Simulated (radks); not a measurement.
Spherical quantum dot in the effective-mass picture: electrons in a parabolic well V = omega^2 r^2 / 2 with omega = 2.78, all in effective atomic units (hartree* = m*/eps^2 hartree, bohr* = eps/m* bohr), one dielectric constant everywhere. Method: non-relativistic Kohn-Sham, LDA (Slater exchange, Perdew-Wang correlation), spin-polarised, spherical densities; computed with a radial shooting solver with Libxc functionals. Levels are named by radial order and angular momentum (1s, 1p, 1d, 2s, ...), and open shells are averaged over m.

N = 8, configuration 1s2 1p6. This is the lowest configuration that the search found. Occupied and some empty levels:

level,occupation,eigenvalue (hartree*),<r> (bohr*)
1s,2,11.445,0.7909
1p,6,13.497,1.017
1d,0,15.699,1.189
2s,0,15.952,1.082
1f,0,18.014,1.333

Energy (hartree*): total 75.7887, kinetic 19.676, external 31.936, Hartree 29.866, exchange-correlation -5.6889. Static polarisability (adiabatic kernel): 1.035 bohr*^3, against N/omega^2 = 1.035 from the generalised Kohn theorem.
